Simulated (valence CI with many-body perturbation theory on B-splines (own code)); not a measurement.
## Level structure of F IV

Calculated by valence CI with perturbative core correlation (CI+MBPT): four valence electrons over a frozen Dirac-Fock core [He], radial functions for each j: 9 s, 9 p, 8 d, 6 f, 3 g, 1 h, with the one-electron correlation potential Σ1, the two-electron term Σ2, the three-electron term Σ3, Breit, model QED; selected CI, second order for the rest, scaled by the run's own slope (own B-spline code, finite nucleus).

Set against measurement, 20 paired levels are off by 133 cm⁻¹ on average, the worst by 387. These come from a selection out of Moore, Atomic Energy Levels, vol. I, NSRDS-NBS 35 (1971 reprint of NBS Circular 467, 1949), an old analysis. Levels without a partner in it may be off by more. Among the levels kept, up to 400 cm⁻¹ of a level comes from second order outside the variational space, and about a tenth of that is noise between levels of different J, which matters for small intervals.

Levels 1 to 33 of 33, with energies above the lowest level, 2s²2p² ³P_0. "Leading %" is the weight of the configuration and term that name the level; weights of strongly mixed levels are sums over their largest components and can fall short, so below about 35 % the name and the second component can differ from the true leading terms, or belong to a minority configuration. In the jj column 3d3/2^4 stands for four electrons in 3d with j = 3/2.

```
No.  Configuration  Term  J  E (cm⁻¹)  Leading %  Second component               Leading jj
  1         2s²2p²    ³P  0         0         97                        2s^2 2p1/2^2 (66 %)
  2         2s²2p²    ³P  1       227         97                    2s^2 2p1/2 2p3/2 (97 %)
  3         2s²2p²    ³P  2       614         97                        2s^2 2p3/2^2 (64 %)
  4         2s²2p²    ¹D  2     25384         97                    2s^2 2p1/2 2p3/2 (64 %)
  5         2s²2p²    ¹S  0     53790         94        6 % 2p⁴ ¹S      2s^2 2p3/2^2 (63 %)
  6          2s2p³   ⁵S°  2     73972        100                    2s 2p1/2 2p3/2^2 (55 %)
  7          2s2p³   ³D°  3    147916         98                    2s 2p1/2 2p3/2^2 (98 %)
  8          2s2p³   ³D°  2    147963         98                    2s 2p1/2 2p3/2^2 (66 %)
  9          2s2p³   ³D°  1    147976         98                    2s 2p1/2 2p3/2^2 (44 %)
 10          2s2p³   ³P°  2    175407         98                          2s 2p3/2^3 (50 %)
 11          2s2p³   ³P°  1    175410         98                    2s 2p1/2 2p3/2^2 (66 %)
 12          2s2p³   ³P°  0    175431         98                    2s 2p1/2 2p3/2^2 (98 %)
 13          2s2p³   ¹D°  2    229193         97                    2s 2p1/2 2p3/2^2 (75 %)
 14          2s2p³   ³S°  1    238563         98                    2s 2p1/2 2p3/2^2 (54 %)
 15          2s2p³   ¹P°  1    257777         97                          2s 2p3/2^3 (34 %)
 16            2p⁴    ³P  2    348478         95                     2p1/2^2 2p3/2^2 (65 %)
 17            2p⁴    ³P  1    348917         95                       2p1/2 2p3/2^3 (95 %)
 18            2p⁴    ³P  0    349111         95                             2p3/2^4 (63 %)
 19            2p⁴    ¹D  2    367634         94                       2p1/2 2p3/2^3 (64 %)
 20        2s²2p3s   ³P°  0    416293         93                       2s^2 2p1/2 3s (93 %)
 21        2s²2p3s   ³P°  1    416516         93                       2s^2 2p1/2 3s (66 %)
 22        2s²2p3s   ³P°  2    417020         93                       2s^2 2p3/2 3s (93 %)
 23            2p⁴    ¹S  0    422436         90     6 % 2s²2p² ¹S   2p1/2^2 2p3/2^2 (59 %)
 24        2s²2p3s   ¹P°  1    423509         93                       2s^2 2p3/2 3s (66 %)
 25        2s²2p3p    ¹P  1    447901         93                    2s^2 2p3/2 3p3/2 (47 %)
 26        2s²2p3p    ³D  1    451713         93                    2s^2 2p1/2 3p1/2 (64 %)
 27        2s²2p3p    ³D  2    451977         94                    2s^2 2p1/2 3p3/2 (49 %)
 28        2s²2p3p    ³D  3    452408         94                    2s^2 2p3/2 3p3/2 (94 %)
 29        2s²2p3p    ³S  1    456771         93                    2s^2 2p3/2 3p3/2 (37 %)
 30        2s²2p3p    ³P  0    460060         90    4 % 2s2p²3s ³P  2s^2 2p1/2 3p1/2 (62 %)
 31        2s²2p3p    ³P  1    460234         89    4 % 2s2p²3s ³P  2s^2 2p3/2 3p1/2 (51 %)
 32        2s²2p3p    ³P  2    460490         90    4 % 2s2p²3s ³P  2s^2 2p3/2 3p3/2 (58 %)
 33        2s²2p3p    ¹D  2    469573         93                    2s^2 2p3/2 3p3/2 (33 %)
```

The ionisation energy to 2s²2p ²P°1/2 of the next ion comes out as 87.156 eV (NIST: 87.175 ± 0.017 eV (semi-empirical)). All 33 levels together are meant to be complete up to 478698 cm⁻¹.
